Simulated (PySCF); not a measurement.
## Electron correlation in In⁺ (indium, charge +1)

[Kr] 4d10 5s2, closed-shell 1S. Calculation: PySCF 2.14, in cc-pVTZ-PP with ECP28MDF (5s4p3d1f, 39 functions); a scalar-relativistic core potential. Frozen: 4s2 4p6 4d10; 2 electrons correlated.

Total MP2 correlation energy: -23.26 mhartree.

Same-spin part 0.00 and opposite-spin part -23.26 mhartree; SCS-MP2 scales them by 1/3 and 6/5 to -27.91 mhartree.

With two correlated electrons CCSD is exact within the correlated space (frozen core and kept virtual orbitals).

```csv
level,correlation energy (mhartree)
CCSD,-32.69
```

Diagnostics: T1 = 0.0062, D1 = 0.0088, largest double amplitude 0.096.

**Question.** Is a single reference adequate?

**Answer.** Mostly. T1 lies below 0.03, but a double amplitude of this size points to a near-degeneracy that CCSD handles and MP2 describes poorly.
